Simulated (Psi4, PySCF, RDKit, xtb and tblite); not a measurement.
Relaxed torsion scan: SMILES c1coc(-c2ccco2)c1. Scanned: dihedral O3–C4–C5–O9; all other coordinates were relaxed at GFN2-xTB. Points at φ and −φ are mirror images. Heavy atoms are numbered in the order of the SMILES c1coc(-c2ccco2)c1, hydrogens after them in the order of the atoms that carry them; the mirror image has the same energies with the sign of each dihedral reversed.

Levels of theory: RKS-B3LYP/LANL2DZ = PySCF 2.14.0 with restricted B3LYP/LANL2DZ, density fitting // GFN2-xTB; GFN2-xTB (xtb and tblite); MMFF94 // GFN2-xTB (RDKit); PBE-D3(BJ)/def2-SVP // GFN2-xTB (Psi4).

Energies relative to the lowest point of each profile, in kcal/mol:

```csv
φ / °,RKS-B3LYP/LANL2DZ,GFN2-xTB,MMFF94
-165,0.4,0.3,0.4
-150,1.3,1.3,1.5
-135,2.7,2.6,3.3
-120,4.1,4.1,5.3
-105,5.2,5.2,7.0
-30,3.0,1.8,3.3
30,3.0,1.8,3.3
45,3.5,2.9,4.5
75,5.1,5.2,7.3
120,4.1,4.1,5.3
135,2.7,2.6,3.3
180,0.0,0.0,0.0
```

**Question.** Predict the corresponding PBE-D3(BJ)/def2-SVP column.

**Answer.** -165: 0.4; -150: 1.5; -135: 3.0; -120: 4.5; -105: 5.7; -30: 2.4; 30: 2.4; 45: 3.2; 75: 5.4; 120: 4.5; 135: 3.0; 180: 0.0 (kcal/mol).
